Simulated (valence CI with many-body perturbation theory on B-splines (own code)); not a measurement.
# Pm XXIX: key properties

Method: relativistic CI+MBPT: five valence electrons over a frozen Dirac-Fock core [Ar] 3d10, a basis of 9 s, 9 p, 8 d, 6 f, 3 g, 1 h functions for each j, with the one-electron correlation potential Σ1, the two-electron term Σ2, the three-electron term Σ3, Breit, model QED; selected CI, second order for the rest, scaled by the run's own slope (own B-spline code, finite nucleus).

The last digits are not significant, and no measured levels were compared; by estimate large intervals hold to a few tenths of a per cent, small ones and those within an open d or f shell to about a per cent. Among the levels kept, up to 780 cm⁻¹ of a level comes from second order outside the variational space, and about a tenth of that is noise between levels of different J, which matters for small intervals.

Levels are named by their leading jj configuration (3d3/2^4 stands for four electrons in 3d with j = 3/2), which in mixed levels can hold well under half, so a name can repeat and another be missing.

Rates and lifetimes use the calculated energies. Strong lines usually hold to 10 to 20 %, long lifetimes can be off by a factor of two.

Question: What is the ground level?

Answer: (4s^2 4p1/2^2 4p3/2) J=3/2, composition 42 % 4s²4p³ ²P° + 32 % 4s²4p³ ⁴S° + 24 % 4s²4p³ ²D°, g = 1.419.

Question: Name the longest-lived excited levels whose lifetime is computed, and their main decay.

Answer: (4s^2 4p1/2 4p3/2^2) J=5/2 at 264270 cm⁻¹ lives 19.2 μs, mostly by M1 to (4s^2 4p1/2^2 4p3/2) J=3/2; (4s^2 4p1/2 4p3/2^2) J=1/2 at 305180 cm⁻¹ lives 4.47 μs, mostly by M1 to (4s^2 4p1/2^2 4p3/2) J=3/2; (4s^2 4p1/2 4p3/2^2) J=3/2 at 232010 cm⁻¹ lives 3.84 μs, mostly by M1 to (4s^2 4p1/2^2 4p3/2) J=3/2. The lifetime of (4s^2 4p1/2 4p3/2 4d5/2) J=9/2 is too uncertain to give, and may be longer.

Question: What are the static dipole polarisabilities of the lowest levels?

Answer: (4s^2 4p1/2^2 4p3/2) J=3/2 0.104 (tensor 0.0066); (4s^2 4p1/2 4p3/2^2) J=3/2 0.113 (tensor 0.0019); (4s^2 4p1/2 4p3/2^2) J=5/2 0.112; (4s^2 4p1/2 4p3/2^2) J=1/2 0.112 bohr³, of which the core gives 0.00585.

Question: How well does LS coupling describe the low levels?

Answer: Among the lowest 20 levels the leading LS term, summed over configurations, holds 54 % on average. For single configurations the figures are 50 % in LS and 80 % in jj coupling. Terms mix most in the J = 5/2 level at 970430 cm⁻¹, where the leading one holds 29 %.

Question: Where does the other parity begin?

Answer: At (4s 4p1/2^2 4p3/2^2) J=5/2, 757410 cm⁻¹.

Question: What is the ionisation energy?

Answer: 1041.1 eV; NIST lists 1040 ± 4 eV (theoretical).

Question: Among levels below 1491600 cm⁻¹, which E1 lines absorb most strongly from the ground level?

Answer: to (4s^2 4p1/2 4p3/2 4d3/2) J=5/2 at 8.042 nm, f = 0.442; to (4s^2 4p1/2 4p3/2 4d5/2) J=5/2 at 8.287 nm, f = 0.391; to (4s^2 4p1/2 4p3/2 4d5/2) J=3/2 at 8.231 nm, f = 0.362.
